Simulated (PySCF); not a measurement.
A side-by-side comparison of computed properties.

First species: C₄H₁₀Ge.
SMILES: `C=[C]([GeH3])CC`

Second species: C4H10Ge.
Z-matrix (Å and degrees, PBE0-D3(BJ)/def2-SVP geometry), rows numbered from 1:
```
Ge
C   1  1.9593
C   2  1.5494  1  114.48
C   3  1.5403  2   88.84  1    99.29
C   4  1.5405  3   88.96  2    16.95
H   1  1.5421  2  110.50  3    69.75
H   1  1.5437  2  109.92  3   -50.02
H   1  1.5425  2  110.30  3  -169.62
H   2  1.1017  1  107.44  3  -130.09
H   3  1.1016  2  111.27  1  -147.60
H   3  1.1020  2  118.52  1   -21.84
H   4  1.1006  3  111.73  2   -96.04
H   4  1.1001  3  117.66  2   137.87
H   5  1.1020  2  118.50  1    21.73
H   5  1.1016  2  111.27  1   147.51
```

Levels: B3LYP/def2-SVPD for dipole moment, HOMO energy, LUMO energy, HOMO–LUMO gap, static isotropic polarisability and electronic spatial extent ⟨r²⟩ about the centre of nuclear charge; TDDFT B3LYP/def2-SVPD for lowest singlet excitation; TDA B3LYP/def2-SVPD for lowest triplet excitation (Tamm–Dancoff); ΔSCF B3LYP/def2-SVPD for vertical ionisation energy; PBE0-D3(BJ)/def2-SVP for rotational constant A and rotational constant C. Geometries: PBE0-D3(BJ)/def2-SVP. Each species is one conformer at its optimised geometry, gas phase, non-relativistic unless stated; the electronic structure was computed with PySCF and density fitting.

Dipoles, sizes and rotational constants follow the conformer. The torsions of the flexible species, by atom-mapped SMILES:
- `[CH2:1]=[C:2]([GeH3:3])[CH2:4][CH3:5]`: C1–C2–C4–C5 121°

(1) Which has the higher HOMO–LUMO gap?

(2) Which has the higher ⟨r²⟩?

(3) Which of the two has the higher T1 energy, and by how much?

(4) Which of the two has the higher HOMO energy, and by how much?

(5) Which has the higher static isotropic polarisability?

(6) Which has the higher dipole moment?

(7) Which of the two has the higher vertical ionisation energy, and by how much?

(8) Which has the higher rotational constant C?

Answers

(1) The second: 7.86 eV against 6.90 eV, a difference of 0.96 eV.

(2) The first: 830 bohr² against 776 bohr², a difference of 54 bohr².

(3) The second: 6.80 eV against 4.28 eV, a difference of 2.52 eV.

(4) The first: -7.30 eV against -7.69 eV, a difference of 0.39 eV.

(5) The first: 83.2 au against 78.8 au, a difference of 4.4 au.

(6) The second: 0.92 D against 0.77 D, a difference of 0.15 D.

(7) The second: 9.77 eV against 9.46 eV, a difference of 0.31 eV.

(8) The second: 1.669 GHz against 1.508 GHz, a difference of 0.161 GHz.

On the first: The polarisability is 12.33 Å³ as a volume (1 au = 0.148185 Å³), or 1.26 au for each of the 66 electrons. The 10 singlets span 6.52 to 7.85 eV, and their oscillator strengths add up to 0.45. The calculation is non-relativistic and has no spin–orbit coupling, an omission that weighs most on germanium.

On the second: The principal polarisabilities are 71.3, 75.4 and 89.8 au; their mean is the isotropic value. The polarisability is 11.68 Å³ as a volume (1 au = 0.148185 Å³), or 1.19 au for each of the 66 electrons. The calculation is non-relativistic and has no spin–orbit coupling, an omission that weighs most on germanium.
